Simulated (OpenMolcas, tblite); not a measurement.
# CH5FOSn (SMILES [CH3][SnH]([OH])[F]): methods side by side

The species is CH5FOSn (9 atoms), meant as a singlet with charge 0. SMILES: `[CH3][SnH]([OH])[F]`. Geometry: relaxed at PBE0-D4/def2-TZVP. This is one conformer, not always the lowest.

Each level gives the HOMO–LUMO gap (eV). The values are calculated.

| level | kind | program | value (eV) | CPU time |
| --- | --- | --- | --- | --- |
| IPEA1-xTB | semi-empirical | tblite | 5.47 | under 2 s |
| HF/def2-SVP (core potential) | Hartree–Fock | OpenMolcas | 15.18 | 7.4 s |
| SVWN5/def2-SVP (core potential) | LDA | OpenMolcas | 5.55 | 19 s |
| BLYP/def2-SVP (core potential) | GGA | OpenMolcas | 5.49 | 30 s |
| r2SCAN/def2-SVP (core potential) | meta-GGA | OpenMolcas | 6.35 | 40 s |
| B3LYP/def2-SVP (core potential) | global hybrid | OpenMolcas | 7.61 | 27 s |
| B2PLYP/def2-SVP (core potential) | double hybrid | OpenMolcas | 10.89 | 18 s |

The values span 5.47 to 15.18 eV. Orbital gaps aren't excitation energies, and those of double hybrids come from the SCF part alone; they tend to grow with the share of exact exchange. CPU times are rough (shared hosts, several kinds of processor): they show what a rung costs within a factor of a few.
